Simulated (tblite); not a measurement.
Compound: C4H14OSSi2.
Numbering: `[CH3:1][S@@:2](=[O:3])[CH2:4][CH2:5][CH:6]([SiH3:7])[SiH3:8]` (hydrogens: H9, H10, H11 on C1; H12, H13 on C4; H14, H15 on C5; H16 on C6; H17, H18, H19 on Si7; H20, H21, H22 on Si8)

Computed with GFN2-xTB (tblite), gas phase: L-BFGS steps from a force-field or distance-geometry start until the largest atomic force falls under 0.01 eV/Å.

Step 30: E = -719.5315 eV
```
atom  x, y, z in Å  |  force x, y, z in eV/Å
C1      3.2148   -0.4928   -0.1183    0.002   0.073   0.008
S2      2.4787    1.1998    0.0672   -0.042  -0.054   0.023
O3      2.4156    1.7823   -1.2741   -0.043  -0.101   0.031
C4      0.7563    0.6024    0.4711    0.096   0.054  -0.017
C5      0.0880   -0.0488   -0.7182   -0.056  -0.023   0.024
C6     -1.4006   -0.3191   -0.4877   -0.126  -0.020   0.057
Si7    -1.7029   -1.4379    1.0292    0.000  -0.015   0.007
Si8    -2.4747    1.2582   -0.4885   -0.004   0.057  -0.009
H9      4.2513   -0.3520   -0.4044    0.022  -0.036  -0.005
H10     2.6958   -1.0595   -0.8829    0.051   0.058   0.003
H11     3.1536   -0.9891    0.8437    0.022   0.010  -0.019
H12     0.2106    1.4937    0.7771   -0.026   0.026  -0.007
H13     0.8550   -0.0671    1.3239   -0.015   0.015  -0.027
H14     0.5753   -1.0023   -0.9345    0.043  -0.034  -0.016
H15     0.2301    0.6002   -1.5883   -0.001   0.015   0.018
H16    -1.7504   -0.8990   -1.3499    0.058   0.006  -0.055
H17    -2.9664   -2.1554    0.8365    0.044   0.045   0.052
H18    -1.7373   -0.6562    2.2741    0.008  -0.073  -0.088
H19    -0.6076   -2.4181    1.1166   -0.056   0.023   0.016
H20    -3.8401    0.8603   -0.8353   -0.021   0.012   0.033
H21    -1.9723    2.1953   -1.4922    0.023   0.004  -0.019
H22    -2.4831    1.9247    0.8189    0.021  -0.041  -0.012
```

Step 31: E = -719.5337 eV
```
atom  x, y, z in Å  |  force x, y, z in eV/Å
C1      3.2150   -0.4889   -0.1158    0.020   0.032   0.010
S2      2.4726    1.1999    0.0660   -0.014  -0.044   0.028
O3      2.4062    1.7783   -1.2768   -0.038  -0.090   0.017
C4      0.7550    0.5992    0.4700    0.010   0.029  -0.013
C5      0.0842   -0.0517   -0.7209   -0.007  -0.011   0.033
C6     -1.4062   -0.3218   -0.4895   -0.011   0.003   0.013
Si7    -1.7018   -1.4376    1.0303   -0.006  -0.018  -0.026
Si8    -2.4712    1.2611   -0.4875   -0.020   0.028  -0.022
H9      4.2534   -0.3450   -0.3962    0.000  -0.040  -0.001
H10     2.7019   -1.0585   -0.8829    0.056   0.072   0.006
H11     3.1501   -0.9877    0.8454    0.026   0.025  -0.030
H12     0.2089    1.4910    0.7775   -0.021   0.001  -0.020
H13     0.8502   -0.0712    1.3235   -0.002   0.029  -0.050
H14     0.5739   -1.0055   -0.9394    0.009   0.007   0.003
H15     0.2310    0.5996   -1.5908   -0.032  -0.018   0.057
H16    -1.7515   -0.9004   -1.3550    0.034   0.015  -0.018
H17    -2.9652   -2.1524    0.8387    0.017   0.028   0.056
H18    -1.7298   -0.6576    2.2744    0.003  -0.054  -0.067
H19    -0.6085   -2.4185    1.1156   -0.039   0.009   0.015
H20    -3.8378    0.8634   -0.8299   -0.027   0.022   0.030
H21    -1.9664    2.1958   -1.4916    0.022   0.008  -0.026
H22    -2.4745    1.9278    0.8188    0.021  -0.035   0.004
```

Task: Estimate the geometry and energy of step 32. (The exact step hangs on the optimiser's Hessian estimate; all steps are aligned on step 31, rigid shifts and turns removed.)

Result: E = -719.5352 eV, largest force 0.088 eV/Å
```
atom  x, y, z in Å  |  force x, y, z in eV/Å
C1      3.2153   -0.4854   -0.1138    0.035  -0.002   0.011
S2      2.4691    1.1998    0.0660    0.006  -0.017   0.026
O3      2.4008    1.7748   -1.2779   -0.032  -0.072  -0.003
C4      0.7548    0.5977    0.4685   -0.055   0.002  -0.004
C5      0.0818   -0.0541   -0.7222    0.023   0.000   0.032
C6     -1.4100   -0.3232   -0.4899    0.061   0.018  -0.026
Si7    -1.7012   -1.4379    1.0303   -0.008  -0.014  -0.049
Si8    -2.4697    1.2637   -0.4875   -0.023   0.001  -0.028
H9      4.2547   -0.3423   -0.3910   -0.004  -0.030   0.002
H10     2.7061   -1.0558   -0.8826    0.046   0.068  -0.001
H11     3.1478   -0.9855    0.8465    0.028   0.023  -0.024
H12     0.2069    1.4886    0.7774   -0.012  -0.011  -0.027
H13     0.8488   -0.0739    1.3213    0.003   0.031  -0.043
H14     0.5733   -1.0079   -0.9422   -0.016   0.032   0.018
H15     0.2308    0.5984   -1.5916   -0.049  -0.032   0.066
H16    -1.7518   -0.9008   -1.3580    0.017   0.020   0.004
H17    -2.9642   -2.1504    0.8419   -0.014   0.009   0.052
H18    -1.7253   -0.6596    2.2729    0.001  -0.029  -0.034
H19    -0.6097   -2.4185    1.1149   -0.018  -0.010   0.013
H20    -3.8374    0.8666   -0.8261   -0.027   0.029   0.028
H21    -1.9625    2.1963   -1.4920    0.019   0.010  -0.028
H22    -2.4688    1.9288    0.8188    0.020  -0.028   0.014
```

The energy changes by -0.0014 eV. The first-order estimate −F·Δx gives -0.0020 eV and the mean of the old and new forces, exact on a quadratic surface, -0.0014 eV. The step makes an angle of 65° with the force vector and moves no atom by more than 0.007 Å.

The cost below is that of the whole relaxation. Time: 1.5 s wall. Hardware: one thread, Arm Neoverse N1 (aarch64) (shared host).
